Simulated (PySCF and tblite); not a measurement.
Results of a calculation; reference values are marked as such.
C₅H₁₀Br₂, numbered as in [CH3:1][C@H:2]([Br:3])[CH2:4][C@H:5]([CH3:6])[Br:7].

Search: ETKDG and KDG, MMFF94s, GFN2-xTB, 200 starts; geometries at GFN2-xTB. Energies: HSE06-D3(BJ)/def2-SVP, with GFN2-xTB thermal terms (modes under about 100 cm⁻¹ blended into free rotors). Symmetry numbers and mirror images are counted. Conformers within 2.5 kcal/mol (GFN2-xTB free energy) were kept, 7 at most. Programs: PySCF with density fitting and tblite.

Torsions listed: Br3–C2–C4–C5, C2–C4–C5–Br7.

```json
{"conformer": "1", "shape": "66°, 66°", "symmetry": "C2"}
{"conformer": "2", "shape": "169°, 84°", "symmetry": "C1"}
{"conformer": "3", "shape": "177°, 177°", "symmetry": "C2"}
```

(1) Which of these conformers is the most populated at 298.15 K, and with what share?

(2) Give the DFT energies and free energies relative to the lowest, and all weights.

(3) How does its share change from 250 K to 350 K?

Answers

(1) Conformer 1, about 99 %.

(2) 
```
conformer       shape  E(DFT) kcal/mol  G(298.15 K) kcal/mol  weight %
        1    66°, 66°             0.00                  0.00      98.9
        2   169°, 84°             3.76                  3.35       0.3
        3  177°, 177°             2.99                  2.93       0.7
```

(3) From 100 % to 98 %; the mixing entropy goes from 0.05 to 0.26 cal/(mol K).
